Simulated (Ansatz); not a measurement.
**Energy profile**

The step: CH₇GeN ([CH3][NH][GeH3]) → CH₅GeN ([CH3][N][GeH2]) + H₂; bonds formed: H2–H5; bonds broken: Ge1–H2, N3–H5 (atoms numbered as in the saddle structure below).

| atom | x (Å) | y (Å) | z (Å) |
| --- | --- | --- | --- |
| Ge1 | 0.1672 | 1.3495 | 0.1184 |
| H2 | 1.8434 | 0.9837 | -0.9445 |
| N3 | 0.3477 | -0.3880 | -0.1259 |
| C4 | -0.6239 | -1.3875 | 0.2397 |
| H5 | 1.3947 | 0.1455 | -0.9178 |
| H6 | -0.5148 | 1.7671 | 1.4555 |
| H7 | 0.0605 | 2.5356 | -0.8577 |
| H8 | -1.2971 | -1.6408 | -0.5885 |
| H9 | -1.2612 | -1.0577 | 1.0742 |
| H10 | -0.1162 | -2.3075 | 0.5466 |

Electronic energies by CCSD(T) at an estimated basis limit (MP2 extrapolated from triple and quadruple zeta, plus CCSD(T) − MP2 in triple zeta), on PBE0-D4/def2-TZVP structures; CH7GeN, singlet; no counterpoise correction. Program: Ansatz 0.2.0. Basis: def2-TZVPP and def2-QZVPP. Cores are frozen in the correlated methods. Filled d shells of the heavier atoms are correlated. The def2 sets are not built for correlating such inner shells, so the correlated values are less sure here. Extrapolation: Hartree–Fock as exp(−7.88 √X), correlation as X^−2.97.

**Question.** Give the profile in kcal/mol, counted from the start structure. (Judge from chemistry; the value comes from the calculation.)

**Answer.** Computed:
```csv
point,kcal/mol
start structure,0.00
saddle,90.55
end structure,53.34
"separated: CH5GeN (linked as [CH3][N][GeH2]; Ge1, N3, C4, H6, H7, H8, H9, H10; singlet) + H2 (H2, H5; singlet)",54.22
```

T1 diagnostic: at most 0.023. The restricted Hartree–Fock reference is unstable towards an unrestricted one at one or more of these structures.

For scale, one of the runs: CCSD(T)/def2-TZVPP, 208 basis functions (an equivalent command: `ansatz run in.yaml --threads 4`). The run took 75 s on 4 CPU threads (shared host), with 2.9 GiB of host memory at its peak.
